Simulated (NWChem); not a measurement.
Species: C3H3NO; SMILES c1cocn1

```xyz
8

C     -0.9575    -0.6415     0.0000
C     -0.8745     0.7148     0.0000
O      0.4388     1.0440     0.0000
C      1.0870    -0.1316     0.0000
N      0.3173    -1.1664     0.0000
H     -1.8453    -1.2712     0.0000
H     -1.5921     1.5300     0.0000
H      2.1754    -0.0961     0.0000
```
Atoms are numbered in this order, from 1.

Results from NWChem. Pople sets run with spherical d functions. All runs use the structure optimised with PBE0/def2-SVP.

Q: Order these runs by computing time, cheapest first, and give rough ratios: B3LYP/STO-3G; B3LYP/def2-SVP; B3LYP/def2-SVPD.

A: B3LYP/STO-3G (1), B3LYP/def2-SVP (4), B3LYP/def2-SVPD (10). Ratios are rough, from one shared machine; the cheapest took very roughly 2.3 core-seconds. What differs between the cheapest and the dearest: highest occupied level (eV) -5.35 → -7.21; orbital gap (eV) 7.77 → 6.69; dipole (D) 1.70 → 1.57.
